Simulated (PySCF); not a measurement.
Bond stretch in SiN, doublet. Each curve is given relative to its own lowest point near equilibrium.

```tsv
R / Å	A	B	C	D
1.17	846.9	845.0	830.4	852.1
1.24	500.3	498.4	488.1	507.6
1.34	201.6	199.2	193.4	216.0
1.40	99.8	97.6	93.9	119.7
1.46	38.6	37.1	35.0	64.0
1.53	4.9	4.5	3.9	33.0
1.56	0.0	0.0	0.0	21.6
1.62	3.1	3.8	4.8	5.8
1.64	7.2	8.1	9.4	2.8
1.71	30.9	26.0	34.5	0.0
1.81	73.0	56.0	74.6	11.1
```

Energies in kJ/mol.

Q: Which curve belongs to which method? The methods are unrestricted Hartree-Fock/6-31G*, spherical d run with PySCF; unrestricted LDA (SVWN5)/cc-pVTZ run with PySCF; unrestricted LDA (SVWN5)/6-31G*, spherical d in PySCF 2.14.0; unrestricted r2SCAN/cc-pVTZ run with PySCF.

A: A is UKS-LDA (SVWN5)/6-31G*; B is UKS-r2SCAN; C is UKS-LDA (SVWN5); D is UHF/6-31G*.

The scan ran from 1.17 to 6.23 Å; beyond the distances shown one of the unrestricted levels run for this scan, shown here or not, changes its spin distribution in one step. The unrestricted determinant behind UHF/6-31G* is spin-contaminated at 1.46 to 1.81 Å (<S²> up to 1.5, against 0.75 for a pure doublet).
